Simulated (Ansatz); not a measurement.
Born–Oppenheimer molecular dynamics of BClFH₄P (8 atoms, charge 0, multiplicity 1). It starts at the highest image of a converged band. Of that band: Neighbouring images differ by up to 1.6 eV, so the band resolves the path poorly. A vibrational analysis at the climbing image gives one clearly imaginary mode, 1088i cm⁻¹: a first-order saddle point.

Level of theory: RKS PBE0-D4/6-31G* (Ansatz 0.2.0).

```
ensemble                      : NVE (velocity Verlet)
time step                     : 0.5 fs
steps asked                   : 200
starting velocities drawn for : 300 K
seed                          : 6081
```

First frame:

```xyz
8
Properties=species:S:1:pos:R:3
B -0.083 -0.362 0.156
H -0.080 0.386 1.235
F 1.113 -0.258 -0.455
Cl -1.595 0.099 -0.699
P -0.371 -2.382 0.940
H -0.589 -2.645 -0.435
H 1.026 -2.632 0.885
H -0.168 -0.634 1.412
```

(1) How far do the bonds stretch over the last three quarters of this one trajectory? (Pairs bonded in most of those frames.)

## Answers

(1) 
```
  bond  mean (Å)  spread (Å)  shortest  longest
 B1–H2     1.199       0.019      1.17     1.23
 B1–F3     1.326       0.020      1.28     1.37
B1–Cl4     1.772       0.054      1.66     1.84
 P5–H6     1.424       0.032      1.37     1.47
 P5–H7     1.428       0.033      1.38     1.48
 P5–H8     1.439       0.093      1.30     1.57
```

Mean temperature of the second half: 2023 K. The conserved energy stayed within 0.23 meV per atom of its start (net change 0.049 meV per atom), so the integration is sound. The kinetic energy rose, since the run started high on the potential surface and went downhill. It ends in pieces (BClFH + H3P), so much of that is their flight and rotation, not heat. A run of 0.1 ps of so small a system gives no equilibrium averages. The orbitals stay closed-shell, which can raise the energy where a bond breaks towards radicals; this wasn't checked here.

Time of the run: 11 min on 1 thread of Arm Neoverse V1, with other jobs on the host, peak memory 0.16 GiB.
